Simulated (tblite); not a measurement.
Compound: C₅H₁₀FP.
Z-matrix (Å and degrees, GFN2-xTB geometry), rows numbered from 1:
```
C 
C   1  1.5247
P   2  1.8762  1  111.23
C   3  1.8718  2   90.86  1   -90.02
C   4  1.5367  3  109.71  2   -13.16
C   2  1.5255  1  112.19  3  -117.17
F   6  1.3851  2  108.79  1  -163.00
H   1  1.0883  2  110.90  3    55.91
H   1  1.0889  2  110.80  3   176.53
H   1  1.0878  2  109.80  3   -63.54
H   2  1.0944  1  109.62  3   121.01
H   3  1.4012  2   93.05  1   174.98
H   4  1.0909  3  108.08  2  -135.65
H   4  1.0928  3  108.76  2   108.28
H   5  1.0900  4  110.59  3   110.27
H   5  1.0903  4  111.21  3  -129.60
H   6  1.0972  2  112.31  1   -46.67
```

Method: GFN2-xTB as coded in tblite; computed harmonic values from a numerical Hessian at the method's own geometry, unscaled. Against measured fundamentals such values can be off by several per cent, at times by over 20. Modes of hydrogen on phosphorus can be 10 to 20 % off. One conformer, not necessarily the lowest.

Harmonic wavenumbers (cm⁻¹): 51.4, 119.6, 193.9, 220.4, 265.1, 373.7, 451.8, 491.9, 635.8, 678.8, 722.3, 750.8, 834.7, 854.7, 885.3, 941.5, 976.9, 1008.5, 1022.0, 1055.4, 1107.7, 1119.6, 1145.3, 1171.3, 1216.3, 1221.0, 1263.7, 1271.0, 1301.8, 1317.1, 1410.9, 1451.0, 1475.2, 1492.5, 1496.3, 2265.3, 2907.8, 2944.2, 2955.1, 2983.0, 2997.5, 3005.5, 3014.9, 3026.2, 3036.6.

A = 2483, B = 2130, C = 1744 MHz; mass 120.050 u (most abundant isotopes); point group C1, symmetry number 1.

What is the zero-point energy?

Half the sum of the wavenumbers: 30566 cm⁻¹ = 365.65 kJ/mol.

Give the ideal-gas entropy at 298.15 K and 1 bar in the rigid-rotor, harmonic-oscillator model (classical rotation).

Translation 168.57, rotation 116.93, vibration 78.99: S = 364.5 J/(mol K).

And Cp and H(298.15 K) − H(0)?

Cp = 128.72 J/(mol K), of which vibrations give 95.47 (their classical limit is 45 R = 374.2); H(298.15 K) − H(0) = 22.92 kJ/mol without the zero-point energy, 13.01 from vibrations.

How do the functions run with temperature in this model?

```
T (K)  S (J/(mol K))  Cp (J/(mol K))  H − H(0) (kJ/mol)  G − H(0) (kJ/mol)  ln q(vib)
  100          269.8            61.1               4.57             -22.41       0.98
  200          321.2            91.5              12.16             -52.08       2.58
  300          365.3           129.5              23.16             -86.42       4.29
  500          449.3           202.6              56.69            -167.97       8.00
  800          561.4           273.1             129.03            -320.06      13.83
 1000          625.7           303.3             186.84            -438.90      17.61
```

q(vib) and H(0) count from the zero-point level.

What must be added to the electronic energy to get the Gibbs energy at 298.15 K and 1 bar?

ZPE + [H(298.15 K) − H(0)] − T·S = 365.65 + 22.92 − 108.67 = 279.90 kJ/mol.

Blend soft modes into free rotors: weight 1/[1 + (100 cm⁻¹/ν̃)⁴] for the oscillator and the rest for a rotor with moment μB/(μ + B), μ = h/(8π²ν), B = 10⁻⁴⁴ kg m². What vibrational entropy results?

73.59 J/(mol K) in place of 78.99, which changes −T·S at 298.15 K by +1.61 kJ/mol.

Hindered rotation and anharmonicity are outside this model. Other conformers, if any are populated, would add a mixing term that is left out. The structure is chiral; the term R ln 2 for an equal mix with its mirror image is left out.
